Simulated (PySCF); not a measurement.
Match each property card to its molecule.

Structures:
1. `C[P@@H](=O)CCCO`
2. `CCN1CCC=N1`
3. `COB(F)P`
4. `F[C@H]1C[CH2][GeH2][CH2]1`

Card P (geometry PBE0-D3(BJ)/def2-SVP):
- Rotational constants A, B, C: 7.810, 2.265, 1.797 GHz
- Dipole moment (PBE0-D3(BJ)/def2-SVP): 2.12 D

Card Q (geometry GFN2-xTB):
* Rotational constants A, B, C: 5.511, 2.024, 1.787 GHz
* Static isotropic polarisability (wB97X-D/def2-SVPD): 73.8 au
* Dipole moment (wB97X-D/def2-SVPD): 2.14 D
* 13C chemical shifts (computed TMS as zero) by class (GIAO PBE0/pcSseg-1): 133.5 (1 C), 47.9 (1 C), 46.3 (1 C), 37.2 (1 C), 9.9 (1 C) ppm
* Lowest singlet excitation (TDDFT wB97X-D/def2-SVPD): 5.31 eV (233 nm, f = 0.167)
* Strongest line among the 8 lowest singlet transitions (TDDFT wB97X-D/def2-SVPD): S1 at 5.31 eV (233 nm, f = 0.167)

Card R (geometry PBE0-D3(BJ)/def2-SVP):
- Rotational constants A, B, C: 3.897, 1.855, 1.583 GHz
- Static isotropic polarisability (B3LYP/def2-SVPD): 77.7 au
- HOMO energy (B3LYP/def2-SVPD): -7.86 eV
- Point group: C1
- Lowest singlet excitation (TDDFT B3LYP/def2-SVPD): 7.09 eV (175 nm, f = 0.001)
- Dipole moment (B3LYP/def2-SVPD): 1.79 D
- Strongest line among the 6 lowest singlet transitions (TDDFT B3LYP/def2-SVPD): S5 at 7.92 eV (156 nm, f = 0.121)

Card S (geometry GFN2-xTB):
* Rotational constants A, B, C: 3.758, 1.259, 1.195 GHz
* Static isotropic polarisability (PBE0/def2-SVPD): 79.8 au
* Point group: C1
* 13C chemical shifts (computed TMS as zero) by class (GIAO PBE0/pcSseg-1): 64.8 (1 C), 29.7 (1 C), 29.5 (1 C), 18.4 (1 C) ppm
* Isotropic shieldings of nuclei other than C and H, by class (GIAO PBE0/pcSseg-1): 258 (1 O), 303 (1 O), 333 (1 P) ppm

Each SMILES stands for a single optimised conformer of the isolated species, non-relativistic unless stated; the electronic structure was computed with PySCF and density fitting. NMR classes are plain means over equivalent atoms (diastereotopic ones count apart unless rotation or inversion swaps them), as if these changed places fast.

Problem. Which card belongs to which structure?

Solution. P = 3, Q = 2, R = 4, S = 1. What ties each card to its structure:
- 1 (card S), C4H11O2P, monoisotopic mass 122.0 u, 7 heavy atoms: 4 C in 4 classes; the least shielded carbon (64.8 ppm) is a carbinol carbon (C–OH); an asymmetric top with C = 1.195 GHz, the lowest such constant on the cards; polarisability 79.8 au for 66 electrons.
- 2 (card Q), C5H10N2, monoisotopic mass 98.1 u, 7 heavy atoms: 5 C in 5 classes; the least shielded carbon (133.5 ppm) is a C=N carbon; an asymmetric top with C = 1.787 GHz; polarisability 73.8 au for 54 electrons; dipole 2.14 D.
- 3 (card P), CH5BFOP, monoisotopic mass 94.0 u, 5 heavy atoms: an asymmetric top with C = 1.797 GHz, the highest such constant on the cards; dipole 2.12 D.
- 4 (card R), C4H9FGe, monoisotopic mass 150.0 u, 6 heavy atoms: an asymmetric top with C = 1.583 GHz; polarisability 77.7 au for 74 electrons; dipole 1.79 D.
